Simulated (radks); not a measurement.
Initial-state core-level shifts of neutral samarium when its valence configuration changes from [Xe] 4f6 6s2. Calculated with a radial shooting solver on a logarithmic mesh with Libxc functionals: Dirac Kohn-Sham, BLYP, spin-unpolarised, spherical densities, finite nucleus; open shells are shared between the two j in proportion to 2j + 1; Fermi nuclear charge, rms radius 5.0819 fm. Shifts are changes of the shell-averaged eigenvalues in eV (positive: less bound); the change of the density at the nucleus, which sets a Mossbauer isomer shift, is in e/bohr^3, on a base of 5.334e+05.

valence,1s,2s,2p,5p,density at nucleus
4f6 5d1 6s1,+0.868,+0.918,+0.918,+0.982,-23.08
4f5 5d1 6s1 6p1,-7.332,-7.861,-7.774,-4.001,+8.67
4f5 6s2 6p1,-9.211,-9.841,-9.751,-5.781,+43.29
4f4 6s2 6p2,-20.158,-21.638,-21.424,-11.834,+96.52
4f4 5d1 6s2 6p1,-16.581,-17.926,-17.719,-8.633,+80.41
4f6 6p2,-2.451,-2.419,-2.421,-2.468,-41.25
4f6 5d1 6p1,-0.211,-0.137,-0.139,-0.121,-42.38
4f6 5d0.5 6s1.5,+0.508,+0.535,+0.534,+0.563,-12.21
